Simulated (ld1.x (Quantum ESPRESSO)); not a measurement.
## Before and after: TM potential for platinum (Pt)

```
Element                 : Pt
Generator               : ld1.x (Quantum ESPRESSO) 7.5
Type                    : norm-conserving Troullier–Martins (Kleinman–Bylander form)
Functional              : LDA (PZ)
Relativity              : scalar-relativistic
Frozen core             : [Xe] 4f14
Valence charge          : 10
Reference configuration : 5d9.5 6s0.5 6p0
Partial waves           : 6s (bound): rc 2.05 bohr; 6p (bound, empty): rc 3.25 bohr; 5d (bound): rc 2.05 bohr
Local potential         : the d channel
Core correction         : none
```

All-electron outer shells of the reference configuration (LDA (PZ), scalar-relativistic, ld1.x):

```tsv
shell	level (eV)	outermost node (bohr)	outermost maximum (bohr)
4f	-69.24	–	0.38
5p	-55.12	0.53	0.98
6s	-5.58	1.14	2.41
5d	-5.52	0.57	1.28
6p	-0.80	1.37	3.69
```

Change: all radii scaled by about 0.88 (s 1.80, p 2.86, d 1.80 bohr).

Cutoffs: the cutoffs (Ry, on a coarse ladder) from which the occupation-weighted sum of valence levels, in a spherical-Bessel basis at the reference potential, stays within 10 and 1 mRy of its value at 400 Ry; they do not see the model core or the augmentation charge, which bear on the density cutoff. Errors are all-electron minus pseudo energies relative to the spin-unpolarised reference configuration.

Q: What does the change do?

A: The potential gets neither clearly harder nor softer (40 Ry and 50 Ry → 40 Ry and 55 Ry); both files keep a bound ghost (p, s); of the 8 tests that both files solve, the error grows in 2 and shrinks in 3 by more than 15 % and 0.3 meV (median size 27.0 → 24.6 meV).

```csv
quantity,base,changed
"cutoff, loose",40 Ry,40 Ry
"cutoff, tight",50 Ry,55 Ry
loose cutoff by channel (10 mRy a level),"s 12 Ry, d 35 Ry","s 18 Ry, d 35 Ry"
bound ghosts,"s, p","s, p"
"tests counted (converged, no solver errors)",8 of 9,8 of 9
"error for 5d9 6s1 6p0, meV [ΔE 0.09 eV]",-3.7,-1.4
"error for 5d9 6s0 6p0, meV [ΔE 9.63 eV]",+2.3,+3.1
"error for 5d8 6s0 6p0, meV [ΔE 29.89 eV]",-0.7,-1.2
"error for 5d8 6s1 6p0, meV [ΔE 11.50 eV]",-30,-25
"error for 5d6 6s0 6p0, meV [ΔE 108.35 eV]",-192,-200
"error for 5d8 6s2 6p0, meV [ΔE 1.02 eV]",-54,-33
"error for 5d9.5 6s0.5 6p0 (spin-polarised), meV [ΔE -0.09 eV]",+24,+24
"error for 5d9 6s1 6p0 (spin-polarised), meV [ΔE -0.29 eV]",+100,+102
```

Base: Tests not counted: 5d9 6s0 6p1 (solver errors, printed error -2.1 eV). Changed file: Tests not counted: 5d9 6s0 6p1 (solver errors, printed error -2.3 eV). A true bound ghost makes a file unfit for plane-wave use even where its test errors are small: the radial tests pick states by their node count and pass the ghost by. Where a test does run into it, the solver fails or the error is huge.
